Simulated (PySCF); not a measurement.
# Core-level binding energies of `C=CCN[SiH2][AsH2]`

Compound: C3H10AsNSi.
Numbering: `[CH2:1]=[CH:2][CH2:3][NH:4][SiH2:5][AsH2:6]`

Theory: delta-SCF UKS SCAN, pcX-2 on the ionised atom, pcseg-1 elsewhere, spin-free X2C (PySCF). Vertical ΔSCF values, vacuum level as zero.

Question: What binding energy does each computed site have?

Answer: 
| atom(s) | environment | level | binding energy (eV) | 2p1/2 (eV) | above the level's lowest (eV) | count |
| --- | --- | --- | --- | --- | --- | --- |
| Si5 | SiH2 silicon | Si 2p3/2 | 106.66 | 107.28 | 0.00 | 1 |
| C1 | terminal =CH2 carbon | C 1s | 290.08 | – | 0.00 | 1 |
| C2 | alkene CH carbon | C 1s | 290.44 | – | +0.36 | 1 |
| C3 | sp3 carbon bound to nitrogen | C 1s | 291.72 | – | +1.64 | 1 |
| N4 | silicon-bound nitrogen | N 1s | 404.41 | – | 0.00 | 1 |
| Si5 | SiH2 silicon | Si 1s | 1846.52 | – | 0.00 | 1 |

The listed C 1s values span 1.64 eV, from C1 (bonded to C (double bond) and 2 H) to C3 (bonded to N, C and 2 H). Summing the Pauling electronegativity differences to the bonded atoms, each weighted by its formal bond order, gives -0.70 for the lowest site and -0.21 for the highest; no listed site has a larger sum than the highest.

Question: Which effective nuclear charge Zeff reproduces each element's mean 1s value in the hydrogen-like formula E = 13.606 eV × Zeff²?

Answer: C (Z = 6): mean 290.7 eV, Zeff = 4.62, Z − Zeff = 1.38; N (Z = 7): mean 404.4 eV, Zeff = 5.45, Z − Zeff = 1.55; Si (Z = 14): mean 1846.5 eV, Zeff = 11.65, Z − Zeff = 2.35. Means run over the listed sites, weighted by atom count.

Question: Which photon energy gives electrons from Si 2p3/2 of Si5 a kinetic energy of 150 eV, and what is their de Broglie wavelength?

Answer: hν = 106.66 + 150 = 256.66 eV, recoil neglected; λ = 12.264 Å/√(E/eV) = 1.00 Å.

Spin–orbit coupling isn't in the SCF: each 2p doublet comes from a relaxed spin-free hole plus a matrix of the shell (mean-field spin–orbit coupling and the ground-state 2p splitting), with 2p3/2 averaged over its two sublevels. 2p1/2 minus 2p3/2 (ligand field included): Si 0.62 eV. No level of arsenic is listed. Geometry: PBE0-D3(BJ)/def2-SVP, one conformer, isolated molecule.

The values belong to the conformer `[CH2:1]=[CH:2][CH2:3][NH:4][SiH2:5][AsH2:6]`: C1–C2–C3–N4 0°, C2–C3–N4–Si5 -83°, C3–N4–Si5–As6 -36°, H–As6–Si5–N4 177°, H–As6–Si5–N4 85°.
